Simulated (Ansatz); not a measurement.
The same path of FH₃O₂Zn (7 atoms, charge 0, multiplicity 1) was run twice with different band settings. Lost on the way: H4–O5. Made: F2–H4.

Computed with Ansatz, UHF/def2-SVP.

Relaxed end points:

```xyz
7
Properties=species:S:1:pos:R:3
Zn 0.413 -0.537 -0.332
F 1.529 0.536 -1.239
O -0.328 -2.016 0.369
H 0.012 1.965 -0.122
O -0.531 1.280 0.253
H 0.012 -2.869 0.161
H -1.106 1.641 0.911
```

```xyz
7
Properties=species:S:1:pos:R:3
Zn -0.265 -0.439 0.252
F 1.238 0.778 -1.054
O -0.253 -2.219 0.344
H 0.688 1.413 -0.638
O -0.557 1.355 0.392
H 0.353 -2.727 -0.168
H -1.204 1.839 0.873
```

Common settings: movable images 5; climbing image yes; spring 5.0 eV/Å²; optimiser quadratic models (default); start path through a guess of the saddle point; iteration limit 60; end points relaxed.

| run | force threshold |
| --- | --- |
| 1 | 0.05 eV/Å |
| 2 | 0.5 eV/Å |

**Question.** What does each run give, and how far can it be trusted?

**Answer.** Run 1: converged after 12 iterations, highest image 0.747 eV above the first end. A vibrational analysis at the climbing image gives one clearly imaginary mode, 909i cm⁻¹: a first-order saddle point.
Run 2: converged after 5 iterations, highest image 0.778 eV above the first end. The threshold of 0.5 eV/Å is loose, so the images may lie well off the minimum-energy path. The order of the stationary point at the top wasn't checked.
The orbitals stay closed-shell, which can raise the energy where a bond breaks towards radicals; this wasn't checked here.
